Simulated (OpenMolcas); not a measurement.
A calculation on P.

| Quantity | Value |
| --- | --- |
| Program | OpenMolcas 26.06 |
| Method | XMS-RASPT2, IPEA 0.25 Eh, imaginary shift 0.1 Eh (closed shells correlated: 2s 2p) |
| Basis | ANO-RCC-VTZP [5s4p2d1f] |
| Scalar Hamiltonian | DKH2, point nucleus |
| Active space | 5 electrons in 9 orbitals (RAS2 3s 3p; RAS3 3d, at most 2 electrons) |
| State averaging | 2S+1 = 4 odd, 1 root; 2S+1 = 2 odd, 8 roots; 2S+1 = 2 even, 5 roots |
| Spin-orbit coupling | RASSI with atomic mean-field integrals over the reference wave functions, term energies averaged over their components |

**Question.** Which level of the active space comes out lowest?

**Answer.** 3s2 3p3 4S* 3/2, with 100 % of that term; it is also the measured ground level.

**Question.** How high does 3s2 3p3 2D* 5/2 lie?

**Answer.** 11970 cm-1 above the lowest level; measured 11377 cm-1 above the ground level, so the calculation is off by +5 %.

**Question.** How high does 3s2 3p3 2P* 1/2 lie?

**Answer.** 19740 cm-1 above the lowest level; measured 18723 cm-1 above the ground level, so the calculation is off by +5 %.

**Question.** How high does 3s2 3p3 2P* 3/2 lie?

**Answer.** 19750 cm-1 above the lowest level; measured 18748 cm-1 above the ground level, so the calculation is off by +5 %.

Measured values: NIST Handbook of Basic Atomic Spectroscopic Data.

Term energies are means over components that CASPT2 splits; among the terms shown or strongly mixed into the levels shown the widest spread is 42 cm-1 (3s2 3p3 2D*). Active for correlation alone: 3d; no level in the range computed is led by a configuration that fills it, so any true level of that kind is missing. Computed and measured levels are paired by configuration, term and J; levels that our copy of the source lacks, or whose pairing is in doubt (as where it misses far off the trend of its configuration), stay unpaired and out of the deviations. Levels of configurations outside the active space are missing.

* marks odd parity.
